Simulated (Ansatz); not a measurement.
```yaml
crystal:
  periodic: [false, false, false]
  atoms:
    - {symbol: F, position_ang: [-0.545989, -2.254061, -4.773880]}
    - {symbol: Sb, position_ang: [-1.293325, -0.614874, -4.172864]}
    - {symbol: F, position_ang: [-0.298643, 0.392562, -5.426660]}
    - {symbol: F, position_ang: [0.175097, -0.509174, -2.764503]}
    - {symbol: F, position_ang: [-2.831557, -0.775840, -5.262064]}
    - {symbol: F, position_ang: [-1.972890, 1.015441, -3.284851]}
    - {symbol: F, position_ang: [-2.232671, -1.621802, -2.668685]}
    - {symbol: C, position_ang: [1.566788, -4.053933, 0.634466]}
    - {symbol: C, position_ang: [1.463343, -3.030423, 1.557206]}
    - {symbol: C, position_ang: [0.775605, -1.853835, 1.276558]}
    - {symbol: C, position_ang: [0.134701, -1.744930, 0.046502]}
    - {symbol: Te, position_ang: [-0.979977, 0.045740, -0.431316]}
    - {symbol: C, position_ang: [0.579323, 1.494215, -0.674496]}
    - {symbol: C, position_ang: [1.691361, 1.476771, 0.226240]}
    - {symbol: C, position_ang: [2.721948, 2.442902, 0.102915]}
    - {symbol: C, position_ang: [2.640053, 3.367499, -1.123717]}
    - {symbol: C, position_ang: [1.555845, 3.244354, -1.931773]}
    - {symbol: C, position_ang: [0.581860, 2.279276, -1.796552]}
    - {symbol: C, position_ang: [-1.403594, 0.576648, 1.593006]}
    - {symbol: C, position_ang: [-1.090946, 1.782191, 2.153521]}
    - {symbol: C, position_ang: [-1.463444, 2.190834, 3.382569]}
    - {symbol: C, position_ang: [-2.177493, 1.163583, 4.184810]}
    - {symbol: C, position_ang: [-2.489273, -0.070384, 3.662016]}
    - {symbol: C, position_ang: [-2.118808, -0.355547, 2.370972]}
    - {symbol: C, position_ang: [0.182108, -2.839388, -0.926775]}
    - {symbol: C, position_ang: [0.895033, -3.927400, -0.475605]}
    - {symbol: H, position_ang: [2.050328, -4.987986, 0.856335]}
    - {symbol: H, position_ang: [1.960669, -3.117577, 2.618224]}
    - {symbol: H, position_ang: [0.677310, -1.061947, 2.037778]}
    - {symbol: H, position_ang: [1.738140, 0.816149, 1.039836]}
    - {symbol: H, position_ang: [3.568161, 2.493976, 0.732580]}
    - {symbol: H, position_ang: [3.471350, 4.036626, -1.185141]}
    - {symbol: H, position_ang: [1.497539, 3.930161, -2.856701]}
    - {symbol: H, position_ang: [-0.292743, 2.285810, -2.533619]}
    - {symbol: H, position_ang: [-0.588355, 2.571737, 1.516578]}
    - {symbol: H, position_ang: [-1.232708, 3.159477, 3.837054]}
    - {symbol: H, position_ang: [-2.454872, 1.449578, 5.224221]}
    - {symbol: H, position_ang: [-3.084314, -0.781530, 4.275247]}
    - {symbol: H, position_ang: [-2.336468, -1.397553, 1.989631]}
    - {symbol: H, position_ang: [-0.331185, -2.648687, -1.834662]}
    - {symbol: H, position_ang: [0.992013, -4.763376, -1.252801]}
basis:
  gaussian: {orbitals: def2-mTZVP, fitting: {mean_field: def2-universal-jkfit}}
hamiltonian: {xc: {name: r2SCAN50}, dispersion: d3bj}
scf: {omitted_lower_state_checks: [starts]}
```

```sh
$ ansatz run in.yaml --threads 2 --pin off --events-out ev --progress --plain --max-ram 32768MiB --backend cuda --devices 0, --max-vram 18GiB
```

Shortened log:

```
Warning: the engine holds no damping parameters fitted to this dispersion correction and functional, so the run takes those fitted to r2scan50 beside the three-body term, which d3bj leaves out (hamiltonian.dispersion, under Limitations)
Functional definition: r2SCAN50
2518 factors; integrals over basis functions are off by at most 1.6e0 eV
mean field evaluation 1: about -49005.1834 eV, gradient 1.1e2 eV
mean field evaluation 2: about -49003.9567 eV, gradient 1.2e2 eV
mean field evaluation 4: about -49030.1919 eV, gradient 6.6e0 eV
mean field evaluation 8: about -49030.3217 eV, gradient 4.6e-1 eV
mean field evaluation 16: about -49030.3221 eV, gradient 3.5e-4 eV
mean field -49030.32214473 eV, -1801.8311048729 hartree, gradient 5.2e-5 eV, S^2 0.000000; 0 other end points of the search recorded, 0 dependent functions left out
reference -49030.32215923 eV, -1801.8311054058 hartree; 112, 112 occupied and 461, 461 virtual orbitals, 2518 factors
Total energy: -49031.09394623 eV, -1801.8594680547 hartree
Checks for a lower state left out: starts
```

It took 14 s on 2 threads of AMD EPYC 7R13 on a shared host and a share (18 GiB) of an NVIDIA H100 80GB HBM3.

In the def2 sets Sb, Te take a core potential; there is no spin–orbit coupling.
